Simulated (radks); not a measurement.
Species: Hg3+. Configuration: [Xe] 4f14 5d8 5f1 (not the ground configuration).

Method: Dirac Kohn-Sham, LDA (Slater exchange, Perdew-Wang correlation), spin-unpolarised, spherical densities, finite nucleus; open shells fill j = l - 1/2 first; Fermi nuclear charge, rms radius 5.4648 fm; computed with a radial shooting solver on a logarithmic mesh with Libxc functionals.

Energy parts (eV):
part                       energy
total                  -534511.78
kinetic                 616027.59
electron-nucleus      -1345142.56
Hartree                 204433.29
exchange-correlation     -9830.10

Orbitals (lengths in bohr, moments of r in powers of bohr):
\begin{tabular}{lrrr}
orbital & occ. & eigenvalue (eV) & <r> \\ \hline
1s1/2 & 2 & -82973.03 & 0.01660 \\
2s1/2 & 2 & -14731.40 & 0.06930 \\
2p1/2 & 2 & -14145.11 & 0.05694 \\
2p3/2 & 4 & -12199.61 & 0.06561 \\
3s1/2 & 2 & -3527.616 & 0.1803 \\
3p1/2 & 2 & -3261.715 & 0.1705 \\
3p3/2 & 4 & -2830.879 & 0.1864 \\
3d3/2 & 4 & -2387.076 & 0.1622 \\
3d5/2 & 6 & -2294.670 & 0.1670 \\
4s1/2 & 2 & -807.9765 & 0.3994 \\
4p1/2 & 2 & -693.7810 & 0.4012 \\
4p3/2 & 4 & -589.4821 & 0.4356 \\
4d3/2 & 4 & -401.9530 & 0.4426 \\
4d5/2 & 6 & -382.4998 & 0.4538 \\
5s1/2 & 2 & -159.9665 & 0.8974 \\
4f5/2 & 6 & -140.8362 & 0.4787 \\
4f7/2 & 8 & -136.6327 & 0.4854 \\
5p1/2 & 2 & -121.8269 & 0.9624 \\
5p3/2 & 4 & -102.9473 & 1.054 \\
5d3/2 & 4 & -50.3212 & 1.327 \\
5d5/2 & 4 & -48.1075 & 1.368 \\
5f5/2 & 1 & -12.5533 & 3.564 \\
5f7/2 & 0 & -12.5170 & 3.585 \\
\end{tabular}

The highest occupied level is 5f5/2 at -12.553 eV. Summed over all electrons, <r^2> = 48.90 bohr^2, which gives a Langevin (diamagnetic) susceptibility term of -38.7 x 10^-6 cm^3/mol. The electron density at the nucleus is 2.314e+06 e/bohr^3. The density falls to 0.001 e/bohr^3 at r = 4.20 bohr.
